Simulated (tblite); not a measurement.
Start geometry of `C=C1C[SiH]C[S@@]1=O` [radical] from a force field or distance geometry (Å):
```
atom  x, y, z in Å
C1     2.1727    0.0709    0.7446
C2     0.9890   -0.0038    0.1098
C3     0.2229   -1.2086   -0.2858
Si4   -1.5619   -0.8858    0.1863
C5    -1.5621    0.9763    0.3865
S6    -0.0095    1.3793   -0.4280
O7    -0.1308    1.3802   -1.9501
H8     2.6989   -0.8465    1.0397
H9     2.6264    1.0446    0.9841
H10    0.5325   -2.1430    0.2318
H11    0.2753   -1.3401   -1.3850
H12   -2.4174   -1.1728   -0.9944
H13   -1.4351    1.2911    1.4560
H14   -2.4016    1.4578   -0.1177
```

Problem. What comes out of this run: GFN2-xTB geometry optimisation, gas phase (tblite 0.8.0)?

Solution. 
```
atom  x, y, z in Å
C1     2.0334    0.1282    0.7829
C2     0.9499   -0.0269    0.0473
C3     0.2352   -1.2741   -0.3096
Si4   -1.6186   -0.8727    0.0076
C5    -1.4130    0.9721    0.4508
S6     0.0509    1.4448   -0.5665
O7    -0.3472    1.1087   -1.9397
H8     2.5661   -0.7092    1.2053
H9     2.4362    1.1064    0.9840
H10    0.6498   -2.1344    0.2134
H11    0.3476   -1.4425   -1.3835
H12   -2.4836   -1.0912   -1.1501
H13   -1.1621    1.1879    1.4862
H14   -2.2452    1.6024    0.1498
```

The energy falls by 65.6 kJ/mol over 54 L-BFGS steps, the largest force on an atom goes from 4.12 to 0.010 eV/Å, and the atoms move by 0.210 Å rms after alignment. The bond that changes most is S6=O7 (ends: sulfur bonded to 2 C and O; oxygen bonded to S), which shortens by 0.058 Å. Bonds longer at the end by more than 0.005 Å: 4 of 14; shorter: 8. Among the angles that change most is C2–S6–C5, from 99.9° to 89.9°. Among the dihedrals that turn most is C1–C2–S6–O7, from 116° to 140°. Rotational constants go from 2336, 2006, 1401 to 2387, 2026, 1467 MHz. The orientation of the end geometry is arbitrary; only internal coordinates are fixed.

Its GFN2-xTB frequencies are all real (lowest 82 cm⁻¹). 3 starts were optimised and ended at 0.00, 1.36 and 1.75 kcal/mol (GFN2-xTB); the lowest of these is shown.

One conformer stands for the species.

These are computed values.
